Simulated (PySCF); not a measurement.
# Spin-rotation constants: `C=CCC1(CF)CC1`, C7H11F

Molfile (atoms numbered from 1):
```
C7H11F
     RDKit          3D

 19 19  0  0  0  0  0  0  0  0999 V2000
    2.7960   -0.0363    0.6432 C   0  0  0  0  0  0  0  0  0  0  0  0
    1.6218   -0.6206    0.4995 C   0  0  0  0  0  0  0  0  0  0  0  0
    0.7125   -0.4254   -0.6753 C   0  0  0  0  0  0  0  0  0  0  0  0
   -0.6520    0.0831   -0.2421 C   0  0  0  0  0  0  0  0  0  0  0  0
   -0.5756    1.4679    0.3705 C   0  0  0  0  0  0  0  0  0  0  0  0
   -1.8070    1.9139    0.7802 F   0  0  0  0  0  0  0  0  0  0  0  0
   -1.8636   -0.2712   -1.0525 C   0  0  0  0  0  0  0  0  0  0  0  0
   -1.6574   -0.8894    0.3000 C   0  0  0  0  0  0  0  0  0  0  0  0
    3.1891    0.6356   -0.1027 H   0  0  0  0  0  0  0  0  0  0  0  0
    3.4196   -0.2074    1.5042 H   0  0  0  0  0  0  0  0  0  0  0  0
    1.2457   -1.2908    1.2616 H   0  0  0  0  0  0  0  0  0  0  0  0
    1.1625    0.2760   -1.3828 H   0  0  0  0  0  0  0  0  0  0  0  0
    0.5803   -1.3837   -1.1845 H   0  0  0  0  0  0  0  0  0  0  0  0
   -0.2041    2.1979   -0.3590 H   0  0  0  0  0  0  0  0  0  0  0  0
    0.0729    1.4706    1.2544 H   0  0  0  0  0  0  0  0  0  0  0  0
   -2.6385    0.4730   -1.1518 H   0  0  0  0  0  0  0  0  0  0  0  0
   -1.7326   -0.8878   -1.9287 H   0  0  0  0  0  0  0  0  0  0  0  0
   -1.3824   -1.9321    0.3522 H   0  0  0  0  0  0  0  0  0  0  0  0
   -2.2971   -0.5639    1.1058 H   0  0  0  0  0  0  0  0  0  0  0  0
  1  2  2  0
  2  3  1  0
  3  4  1  0
  4  5  1  0
  5  6  1  0
  4  7  1  0
  7  8  1  0
  8  4  1  0
  1  9  1  0
  1 10  1  0
  2 11  1  0
  3 12  1  0
  3 13  1  0
  5 14  1  0
  5 15  1  0
  7 16  1  0
  7 17  1  0
  8 18  1  0
  8 19  1  0
M  END
```

Method: PySCF, GIAO B97-2/pcSseg-1 magnetisability, rotational g tensor and spin-rotation constants, non-relativistic, gas phase. Geometry: GFN2-xTB.

(1) Give the nuclear spin-rotation constants along the inertial axes (H = +C I·J) beside the isotropic shieldings.

(2) How do the rotational constants and the g tensor change when H9, H10, H11, H12, H13, H14, H15, H16, H17, H18, H19 are replaced by deuterium?

Results:

(1) Rotational constants 3.1550, 1.3813, 1.1070 GHz. A star marks the isotopologue with that one atom substituted, in its own axes.
```
atom  isotope  Caa (kHz)  Cbb (kHz)  Ccc (kHz)  mean (kHz)  σ (ppm)
  F6      19F      1.350      0.073      0.168       0.530    435.7
  H9       1H     -0.322     -0.134      0.080      -0.125     26.5
 H10       1H     -0.094     -0.120     -0.012      -0.075     26.6
 H11       1H     -0.334     -0.132      0.100      -0.122     25.7
 H12       1H     -0.348     -0.132      0.031      -0.150     29.4
 H13       1H     -0.360      0.052     -0.129      -0.145     30.1
 H14       1H     -0.337     -0.107      0.052      -0.131     27.2
 H15       1H     -0.148     -0.068     -0.039      -0.085     26.9
 H16       1H     -0.029     -0.131     -0.113      -0.091     31.0
 H17       1H     -0.339     -0.032     -0.096      -0.156     31.6
 H18       1H     -0.266     -0.061     -0.096      -0.141     31.4
 H19       1H     -0.222     -0.121     -0.053      -0.132     31.0
  C1     13C*      0.788      0.271      0.483       0.514     66.9
  C2     13C*      0.888      0.308      0.547       0.581     42.8
  C3     13C*      0.534      0.261      0.211       0.336    141.7
  C4     13C*      0.448      0.205      0.168       0.273    165.4
  C5     13C*      0.604      0.376      0.298       0.426    100.6
  C7     13C*      0.392      0.152      0.174       0.239    176.0
```
For the geometry as given, no vibrational averaging.

(2) Constants 2.5932, 1.1967, 0.9739 GHz; g 0.0000, -0.0029, -0.0078, against 0.0014, -0.0039, -0.0088 before.
